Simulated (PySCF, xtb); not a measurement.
C2H6Te, SMILES C[Te]C (connectivity only; charge and spin as stated), charge +1, multiplicity 2.

Harmonic wavenumbers (cm⁻¹) from GFN2-xTB run with xtb at its own minimum, in rising order: 42, 90, 161, 544, 547, 744, 750, 770, 851, 1227, 1243, 1324, 1333, 1345, 1347, 2920, 2948, 2950, 2955, 2989, 2992.

What does r2SCAN-D4/def2-SVP run with PySCF give at its own minimum? (Estimate from the structure and the level; the computed values follow.)

79, 106, 179, 520, 524, 770, 787, 807, 920, 1234, 1252, 1392, 1397, 1410, 1414, 3046, 3047, 3177, 3177, 3205, 3207. Paired by order, the mean absolute difference is 80 cm⁻¹ and the zero-point energies are 43.0 and 45.2 kcal/mol.
